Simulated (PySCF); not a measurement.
## A survey of ²⁹Si NMR shifts

Level of theory: shielding tensors at PBE0/pcSseg-1 (GIAO), geometry from GFN2-xTB, in PySCF (one conformer, relativity neglected, gas phase, one averaged value for each set of equivalent atoms).

Shieldings were converted by a linear fit to measured shifts: ²⁹Si (scatter 8.9 ppm rms, 25.8 ppm with the 6 outliers that the fit left out vs TMS, solution or neat liquid). A few per cent of atoms miss by over 2 rms, more outside the fitted compound classes.

Task: Give the ²⁹Si shifts of `F[C@@H]([SiH3])[C@H]1[SiH2][SiH2]S[SiH2]1`, `O=C1CC[C@@H]1O[SiH2]C(F)F`, `C#CC#CC1=CC[SiH2]1`, `FC(F)(F)[SiH2]N([SiH3])[SiH3]`, `O=CO[C@@H]1[C@H](F)C[SiH2][C@H]1F`.

Result: 
| compound | environment | δ (ppm) |
| --- | --- | --- |
| [F:1][C@@H:2]([SiH3:3])[C@H:4]1[SiH2:5][SiH2:6][S:7][SiH2:8]1 | Si8: silicon bonded to C, S, 2 H, in a 5-membered ring | -19.1 |
| [F:1][C@@H:2]([SiH3:3])[C@H:4]1[SiH2:5][SiH2:6][S:7][SiH2:8]1 | Si6: silicon bonded to S, Si, 2 H, in a 5-membered ring | -43.6 |
| [F:1][C@@H:2]([SiH3:3])[C@H:4]1[SiH2:5][SiH2:6][S:7][SiH2:8]1 | Si3: silicon bonded to C, 3 H | -63.8 |
| [F:1][C@@H:2]([SiH3:3])[C@H:4]1[SiH2:5][SiH2:6][S:7][SiH2:8]1 | Si5: silicon bonded to C, Si, 2 H, in a 5-membered ring | -74.7 |
| O=C1CC[C@@H]1O[SiH2]C(F)F | silicon bonded to C, O, 2 H | -34.4 |
| C#CC#CC1=CC[SiH2]1 | silicon bonded to 2 C, 2 H, in a 4-membered ring | -33.0 |
| [F:1][C:2]([F:3])([F:4])[SiH2:5][N:6]([SiH3:7])[SiH3:8] | Si5: silicon bonded to C, N, 2 H | -41.1 |
| [F:1][C:2]([F:3])([F:4])[SiH2:5][N:6]([SiH3:7])[SiH3:8] | Si7/8: silicon bonded to N, 3 H (×2) | -45.3 |
| O=CO[C@@H]1[C@H](F)C[SiH2][C@H]1F | silicon bonded to 2 C, 2 H, in a 5-membered ring | -34.9 |

Task: Order these by ²⁹Si shift, lowest first.
A. F[C@@H]1CC[Si]1(P)P
B. CC[C@H]1C[Si@](F)(C(C)=O)C1
C. Cc1c(F)cnn1[SiH2]N
D. CCC(=O)/C(=C/F)O[SiH2]F
E. O=C[C@H]1COC[SiH2]C1(F)F

Result: E (-52.0 ppm, silicon bonded to 2 C, 2 H, in a 6-membered ring), C (-37.4 ppm, silicon bonded to 2 N, 2 H), D (-24.4 ppm, silicon bonded to F, O, 2 H), B (-10.4 ppm, silicon bonded to 3 C, F, in a 4-membered ring), A (15.0 ppm, silicon bonded to 2 C, 2 P, in a 4-membered ring).
